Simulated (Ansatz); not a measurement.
Geometry optimisation, RKS PBE0-D4/6-31G* in Ansatz 0.2.0.

The input (input.yaml):

```yaml
crystal:
  periodic: [false, false, false]
  atoms:
    - { symbol: C, position_ang: [-0.9457, -1.1205, 0.9861] }
    - { symbol: Si, position_ang: [0.3604, 0.0171, 0.3306] }
    - { symbol: C, position_ang: [1.5791, -0.9473, -0.659] }
    - { symbol: F, position_ang: [1.1915, 0.6617, 1.5989] }
    - { symbol: C, position_ang: [-0.3548, 1.4194, -0.7194] }
    - { symbol: O, position_ang: [-1.2554, 2.3643, -0.0723] }
    - { symbol: H, position_ang: [-1.6748, -0.5028, 1.5875] }
    - { symbol: H, position_ang: [-1.512, -1.5168, 0.1445] }
    - { symbol: H, position_ang: [-0.5829, -1.8621, 1.6375] }
    - { symbol: H, position_ang: [2.0524, -1.7455, -0.0147] }
    - { symbol: H, position_ang: [1.1409, -1.4087, -1.5033] }
    - { symbol: H, position_ang: [2.4447, -0.2956, -0.9733] }
    - { symbol: H, position_ang: [0.423, 2.0476, -1.1154] }
    - { symbol: H, position_ang: [-0.9107, 1.0117, -1.5436] }
    - { symbol: H, position_ang: [-1.59827, 2.9627, -0.7857] }
basis:
  gaussian: { orbitals: "6-31G*" }
hamiltonian:
  xc: pbe0
  dispersion: d4
relax:
  f_tol: 0.015
  max_steps: 40
output:
  orbitals: {}
```

Run as:

```bash
$ ansatz run input.yaml --threads 2 --pin off --max-ram 3072MiB --backend cpu --events-out ev --progress --plain --runs-dir out
```

Task: Where does it end, and by what steps?

Result: The forces met the threshold. After 9 steps the energy has fallen by 0.408 eV; O6 moved furthest, 0.40 Å.

```json
{"step": "0", "energy less start (eV)": "0.0000", "largest force component (eV/Å)": "2.320", "accepted": "yes"}
{"step": "1", "energy less start (eV)": "-0.3346", "largest force component (eV/Å)": "0.869", "accepted": "yes"}
{"step": "2", "energy less start (eV)": "-0.3883", "largest force component (eV/Å)": "0.558", "accepted": "yes"}
{"step": "3", "energy less start (eV)": "-0.3901", "largest force component (eV/Å)": "0.530", "accepted": "yes"}
{"step": "4", "energy less start (eV)": "-0.4019", "largest force component (eV/Å)": "0.299", "accepted": "yes"}
{"step": "5", "energy less start (eV)": "-0.4053", "largest force component (eV/Å)": "0.050", "accepted": "yes"}
{"step": "6", "energy less start (eV)": "-0.4068", "largest force component (eV/Å)": "0.043", "accepted": "yes"}
{"step": "7", "energy less start (eV)": "-0.4078", "largest force component (eV/Å)": "0.055", "accepted": "yes"}
{"step": "8", "energy less start (eV)": "-0.4080", "largest force component (eV/Å)": "0.025", "accepted": "yes"}
{"step": "9", "energy less start (eV)": "-0.4081", "largest force component (eV/Å)": "0.002", "accepted": "yes"}
```

```xyz
15
Properties=species:S:1:pos:R:3
C -1.006 -0.983 1.013
Si 0.391 0.037 0.318
C 1.607 -0.970 -0.688
F 1.211 0.702 1.553
C -0.300 1.439 -0.748
O -1.413 1.999 -0.069
H -1.715 -0.333 1.536
H -1.551 -1.490 0.208
H -0.646 -1.744 1.712
H 2.068 -1.753 -0.076
H 1.109 -1.458 -1.534
H 2.412 -0.343 -1.088
H 0.494 2.183 -0.929
H -0.583 1.035 -1.737
H -1.720 2.764 -0.573
```

Run time: 51 s on 2 threads of Intel(R) Xeon(R) Platinum 8259CL CPU @ 2.50GHz (Skylake/Cascade Lake), on a shared host, peak memory 0.3 GiB.
